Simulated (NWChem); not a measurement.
System: C3H5FSi; SMILES F[Si@@H](C)C#C

The following NWChem deck was run.

```
start job
memory heap 200 mb stack 900 mb global 1100 mb
geometry units angstroms noautoz
  C      0.063592     2.566385    -0.193925
  C     -0.012582     1.372207     0.028007
  Si    -0.092292    -0.426541     0.371847
  C      1.404780    -1.291890    -0.304241
  F     -1.421290    -1.015254    -0.361381
  H      0.126176     3.622627    -0.389882
  H     -0.270884    -0.636682     1.833365
  H      1.493758    -1.120021    -1.387603
  H      2.317940    -0.912188     0.180268
  H      1.343804    -2.376361    -0.125669
end
basis spherical
  * library sto-3g
end
dft
  xc hfexch
  iterations 150
  mulliken
end
task dft energy
```

All runs use the structure optimised with PBE0/def2-SVP.

Predict the main results of this run. (Hartree-Fock/STO-3G.) Quantities: basis functions; energy (Ha); highest occupied level (eV); orbital gap (eV); dipole (D).


```
Property                      Result
---------------------------  -------
number of basis functions         34
energy (Ha)                  -498.73
highest occupied level (eV)    -8.77
orbital gap (eV)               18.55
dipole (D)                      1.22
```
